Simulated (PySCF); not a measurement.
Molecule: SMILES CO[C@H](C)CCF, C$_{5}$H$_{11}$FO.

Bonds (- single, = double, # triple, : aromatic): C1-O2, O2-C3, C3-C4, C3-C5, C5-C6, C6-F7. C1 carries H8, H9, H10; C3 carries H11; C4 carries H12, H13, H14; C5 carries H15, H16; C6 carries H17, H18. Stereochemistry as in CO[C@H](C)CCF. H16, H17 are pro-R; H15, H18 are pro-S.

Frames of a GFN2-xTB Langevin trajectory at 300 K; GIAO PBE0/pcSseg-1 shieldings in PySCF, gas phase, non-relativistic; equivalent atoms averaged within each frame.

δ = σ(ref) − σ, references computed at the same level: 13C (186.93 ppm), 1H (31.72 ppm) against TMS; 17O (336.08 ppm) vs H2O; 19F (170.95 ppm) against CFCl3. The references are static minima.

Q: How do the shifts (ppm) fluctuate along the trajectory?

A: 
| time (fs) | C6 | C3 | C1 | C5 | C4 | O2 | F7 | H18 | H11 | H8/H9/H10 |
| --- | --- | --- | --- | --- | --- | --- | --- | --- | --- | --- |
| optimised geometry | 82.7 | 75.5 | 58.8 | 43.9 | 19.8 | 38.8 | -254.2 | 5.00 | 3.47 | 3.58 |
| 250 | 78.2 | 76.3 | 55.0 | 47.1 | 16.3 | 39.7 | -260.8 | 5.98 | 4.37 | 3.92 |
| 425 | 85.1 | 81.1 | 63.8 | 50.0 | 18.3 | 58.0 | -240.8 | 5.24 | 4.05 | 3.97 |
| 625 | 91.7 | 85.0 | 60.6 | 45.7 | 29.1 | 40.8 | -210.9 | 5.07 | 4.19 | 3.72 |
| 800 | 85.5 | 81.2 | 64.7 | 53.6 | 29.1 | 53.1 | -251.0 | 6.24 | 4.56 | 4.22 |
| 1000 | 88.1 | 89.5 | 61.4 | 47.7 | 25.6 | 72.7 | -244.5 | 4.86 | 3.86 | 3.43 |
| mean of frames | 85.7 | 82.6 | 61.1 | 48.8 | 23.7 | 52.8 | -241.6 | 5.48 | 4.21 | 3.85 |
| standard deviation | 5.0 | 4.9 | 3.8 | 3.1 | 6.0 | 13.6 | 18.8 | 0.60 | 0.27 | 0.29 |

5 frames give an uncertainty of the mean of about the standard deviation over 2.2 at best, since frames this close in time may not be independent; classical motion lacks zero-point vibration, and the reference would need the same averaging.
